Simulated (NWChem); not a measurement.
Species: C3H2BF3; SMILES FB1C=CC1(F)F

```xyz
9

F      1.0533    -1.9480    -0.0038
B      0.1241    -1.0136    -0.0052
C     -1.4203    -0.9689     0.0015
C     -1.3857     0.3902     0.0125
C      0.1157     0.6010    -0.0001
F      0.5731     1.2780    -1.1026
F      0.5943     1.2718     1.0968
H     -2.2876    -1.6202     0.0025
H     -2.1771     1.1392     0.0272
```
Atoms are numbered in this order, from 1.

Program: NWChem. Structure relaxed at the B3LYP/6-31G* (spherical d) level. Hybrids' shares of exact exchange are those that their runs print; pure functionals count as 0. The functionals differ in more than this share.

| row | share of exact exchange | orbital gap (eV) |
|---|---|---|
| PBE/def2-TZVP | 0.00 | 4.18 |
| B3LYP/def2-TZVP | 0.20 | 6.38 |
| PBE0/def2-TZVP | 0.25 | withheld |
| PW6B95/def2-TZVP | 0.28 | 7.02 |

Fit a straight line of the last column on the one before it, predict the withheld value, and compare with the run.


1. Means of the 3 shown rows: x = 0.160, y = 5.860. Slope Σ(x − x̄)(y − ȳ)/Σ(x − x̄)² = 0.4288/0.04160 = 10.31; intercept 4.210.
2. The shown rows scatter about the line by 0.078 (root mean square); the largest residual is +0.11, at B3LYP/def2-TZVP.
3. At x = 0.25 (PBE0/def2-TZVP; inside the shown range) the line gives 6.79.
4. The run gives 6.83, +0.04 from the line, 0.5 times the scatter.
